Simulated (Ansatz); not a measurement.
`[NH2][Mo](=[O])(=[S])[Cl]` + H–F → `[O]=[Mo]([F])(=[S])[Cl]` + NH₃ at 600 K and 1 bar (ligand exchange at a Mo–N bond).

Isolated molecules relaxed with PBE0-D4/def2-TZVP in Ansatz; ΔE leaves out vibrations. CBS: MP2 limit from def2 TZ/QZ plus the TZ coupled-cluster correction, frozen cores. This one scheme is used for every species. def2 core potentials past Kr. For Mo outer-core shells are correlated without core-valence functions, which leaves a few kJ/mol of doubt a bond. Each species was taken in one conformer, which may not be the lowest.

| species | CCSD(T)/CBS energy (Eh) | H − E (kJ/mol) | S (J/(mol·K)) |
| --- | --- | --- | --- |
| `[NH2][Mo](=[O])(=[S])[Cl]` | -1056.92850 | 140.2 | 433.4 |
| H–F | -100.39570 | 42.3 | 194.0 |
| `[O]=[Mo]([F])(=[S])[Cl]` | -1100.82483 | 70.4 | 409.4 |
| NH₃ | -56.50880 | 112.4 | 219.5 |

H − E and S are ideal-gas, rigid-rotor, harmonic terms from PBE0-D4/def2-TZVP, for one conformer and one mirror image of each species. 1 Eh = 2625.50 kJ/mol, R = 8.31446 J/(mol·K).

Question: By hand: ΔE, ΔH, ΔS and ΔG.

Answer: ΔE = (-1100.82483) + (-56.50880) − (-1056.92850) − (-100.39570) = -0.00943 Eh = -24.8 kJ/mol. Δ(H − E) = 70.4 + 112.4 − 140.2 − 42.3 = 0.3, so ΔH = -24.5 kJ/mol. ΔS = 409.4 + 219.5 − 433.4 − 194.0 = 1.5 J/(mol·K). ΔG = -24.5 − 600 × (1.5)/1000 = -25.4 kJ/mol.

Question: By hand: the equilibrium constant, and the temperature at which ΔG would vanish if ΔH and ΔS stayed fixed.

Answer: log₁₀ K = −ΔG/(RT ln 10) = 2.2. ΔH and −TΔS have one sign here, so there is no such temperature. One of them is within its doubt of zero, so this could turn.

The number of gas molecules stays the same, so ΔS is small and ΔH decides. A doubt of 5 kJ/mol in ΔE shifts log₁₀ K by 0.4 here. Other conformers and mirror images would add mixing entropy, several J/(mol·K) or more a flexible species. These are equilibria of isolated gas molecules and say nothing of rates. Largest T1 diagnostic: 0.024 (customary marks: 0.02 for closed shells, 0.045 for open ones).
